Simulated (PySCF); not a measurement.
PySCF input for C₃H₆GeO, SMILES [CH3][Ge@H]1[CH]=C[O]1, C-PCM-ωB97X/def2-SVP. The structure is a stationary point at B3LYP-D3(BJ)/def2-SVP. The structure was generated by enumeration; whether it is a known compound was not checked.

```python
import numpy as np
from pyscf import gto, scf, dft
from pyscf.solvent import pcm

mol = gto.M(
    atom='''
    C     2.03947180    0.32799682   -0.22899471
    Ge    0.23461782    0.05237510    0.45579009
    C    -1.30149600    0.93571665   -0.32504963
    C    -1.58898429   -0.25464474   -0.90274325
    O    -0.69217070   -1.23097044   -0.59478326
    H     2.51030715    1.18416441    0.27880812
    H     1.99339029    0.52987555   -1.30821971
    H     2.65359510   -0.56712078   -0.04851158
    H     0.22241278   -0.37763767    1.93870784
    H    -1.82671457    1.88586100   -0.38012837
    H    -2.41734450   -0.53779447   -1.56694762
    ''',
    basis='def2-SVP',
    charge=0,
    spin=0,
    max_memory=1600,
    verbose=3,
)
mf = dft.RKS(mol, xc='wb97x').density_fit(auxbasis='def2-universal-jkfit')
mf.grids.level = 3
mf.conv_tol = 1e-9
mf.max_cycle = 100
mf.kernel()
res = {}
for name, eps in {'water': 78.355, '1-octanol': 9.8629, 'dichloromethane': 8.93}.items():
    s = mf.PCM()
    s.with_solvent.method, s.with_solvent.eps, s.with_solvent.lebedev_order = 'C-PCM', eps, 29
    s.kernel(mf.make_rdm1())
    res[name] = (s.e_tot, eps, s.dip_moment(), s.mo_energy, s.converged)
    print(f'{name}: electrostatic solvation free energy {(s.e_tot - mf.e_tot) * 627.509474:.3f} kcal/mol')
```

Program output:

```
converged SCF energy = -2269.70995287951

WARN: PCM is an experimental feature. It is still in testing.
Features and APIs may be changed in the future.

converged SCF energy = -2269.71707420848
Dipole moment(X, Y, Z, Debye):  1.66815,  1.93973,  0.80087
water: electrostatic solvation free energy -4.469 kcal/mol

WARN: PCM is an experimental feature. It is still in testing.
Features and APIs may be changed in the future.

converged SCF energy = -2269.71635912656
Dipole moment(X, Y, Z, Debye):  1.62692,  1.89060,  0.77299
1-octanol: electrostatic solvation free energy -4.020 kcal/mol

WARN: PCM is an experimental feature. It is still in testing.
Features and APIs may be changed in the future.

converged SCF energy = -2269.71627485425
Dipole moment(X, Y, Z, Debye):  1.62214,  1.88492,  0.76979
dichloromethane: electrostatic solvation free energy -3.967 kcal/mol
```

The calculation finished and met its thresholds.

Cost: roughly 90 core-seconds.
